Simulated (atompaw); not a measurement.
# How hard is this P PAW (atompaw) potential?

P, PAW, made with atompaw 4.2.0.5 (LDA (PW92), scalar-relativistic). Core [Ne], reference 3s1.5 3p3.5. Waves: 3s (bound): rc 2.05 bohr; 3s channel at 1.5 Ry: rc 2.05 bohr; 3p (bound): rc 2.05 bohr; 3p channel at 0.7 Ry: rc 2.05 bohr. Local part: bessel scheme, radius 1.75 bohr. Core correction: smooth core density matched at 1.85 bohr. Augmentation charge: sinc compensation charge, radius 1.70 bohr; PAW radius 2.05 bohr; waves and projectors: custom polynom vanderbiltortho.

The pseudo-atom Hamiltonian at the reference potential is diagonalised in spherical Bessel functions j_l(qr) that vanish at 20 bohr, with q² up to the cutoff. All-electron valence levels (Ry): 3s -1.0568, 3p -0.4322.

**Question.** How do the lowest levels (Ry) of each channel move with the cutoff, and are there ghosts?

**Answer.**

```csv
cutoff (Ry),s #1,s #2,p #1,d #1,f #1,f #2,Σ f·Δε (mRy)
8,-1.0555,-0.0286,-0.4256,0.0657,0.1150,0.2449,25.0
10,-1.0561,-0.0287,-0.4305,0.0657,0.1150,0.2449,6.9
12,-1.0565,-0.0287,-0.4319,0.0657,0.1150,0.2449,1.4
15,-1.0567,-0.0287,-0.4321,0.0657,0.1150,0.2449,0.2
18,-1.0568,-0.0287,-0.4321,0.0657,0.1150,0.2449,0.2
21,-1.0568,-0.0287,-0.4322,0.0657,0.1150,0.2449,0.2
400,-1.0568,-0.0287,-0.4322,0.0657,0.1150,0.2449,0.0
```

Result: no extra level below or beside the all-electron valence levels (s, p, d, f tested); 10 mRy is reached at 10 Ry and 1 mRy at 15 Ry.
